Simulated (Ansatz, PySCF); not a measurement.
Isomers of H3BSi2. Gas-phase values, no solvent. Strings in code marks are SMILES.

Quantity: electronic energy of isomers of H3BSi2 relative to `B1[SiH]=[SiH]1`, in eV. The restricted reference of `B1=[SiH][SiH2]1` is unstable towards unrestricted orbitals.

Level 1: B3LYP-D3(BJ)/def2-TZVP (PySCF)
Level 2: B3LYP/6-311+G** // B3LYP-D3(BJ)/def2-TZVP (PySCF)
Level 3: B3LYP/6-31G* // B3LYP-D3(BJ)/def2-TZVP (PySCF)
Level 4: HF/cc-pVQZ // B3LYP-D3(BJ)/def2-TZVP (Ansatz, a quantum-chemistry and plane-wave program)

```
species            level 1  level 2  level 3  level 4
-----------------  -------  -------  -------  -------
`B1=[SiH][SiH2]1`     1.45     1.45     1.48     1.58
```
